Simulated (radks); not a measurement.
Species: the titanium ion Ti2+. Configuration: [Ar] 3d2 (the NIST ground configuration).

All-electron calculation, Dirac Kohn-Sham, PBEsol, spin-unpolarised, spherical densities, point nucleus; open shells fill j = l - 1/2 first. Program: a radial shooting solver on a logarithmic mesh with Libxc functionals.

Energy parts (hartree):
part                       energy
total                  -851.84451
kinetic                 860.06583
electron-nucleus      -2015.93357
Hartree                 344.65349
exchange-correlation    -40.63027

Orbitals (lengths in bohr, moments of r in powers of bohr):
orbital,occ.,eigenvalue (hartree),<1/r>,<r>,<r^2>
1s1/2,2,-179.2718,21.79,0.06964,0.006523
2s1/2,2,-20.28182,4.555,0.3251,0.1251
2p1/2,2,-17.03210,4.489,0.2882,0.1026
2p3/2,4,-16.82027,4.432,0.2909,0.1044
3s1/2,2,-2.87737,1.397,1.008,1.171
3p1/2,2,-2.02325,1.273,1.079,1.369
3p3/2,4,-1.99901,1.261,1.087,1.389
3d3/2,2,-0.72180,0.9276,1.426,2.593
3d5/2,0,-0.71990,0.9252,1.429,2.606

The highest occupied level is 3d3/2 at -19.641 eV. Summed over all electrons, <r^2> = 16.71 bohr^2, which gives a Langevin (diamagnetic) susceptibility term of -13.2 x 10^-6 cm^3/mol. The density falls to 0.001 e/bohr^3 at r = 3.15 bohr. For comparison, the ionisation energy in NIST's Atomic Spectra Database is 27.492 eV (measured). In exact Kohn-Sham theory the highest level is minus the ionisation energy, but local and semilocal functionals leave it too shallow, through self-interaction and a potential that decays too fast; potentials with the right tail come closer.

Beside tabulated values, note that spin-unpolarised runs miss the spin-polarisation part of the exchange energy of open shells.
